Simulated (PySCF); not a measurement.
Be(Br)(SMe) (CH3BeBrS), SMILES C[S][Be][Br]. The structure is a stationary point at PBE0-D3(BJ)/def2-SVP. One conformer was computed; it need not be the lowest.

Question: Give the equilibrium geometry at PBE0-D3(BJ)/def2-SVP (PySCF confirms it by a frequency run) as Cartesian coordinates in Å, and its point group. (Estimate from the structure and the level; the computed values follow.)

Answer: Several could match; the one computed here: point group Cs.
```xyz
7

Be     0.3174     0.2188     0.0000
Br    -0.0716    -1.7042     0.0000
S      0.6983     2.0743     0.0000
C     -0.9931     2.7855     0.0000
H     -1.5528     2.4976     0.8995
H     -0.8699     3.8765     0.0000
H     -1.5528     2.4976    -0.8995
```
Charge 0, spin multiplicity 1.
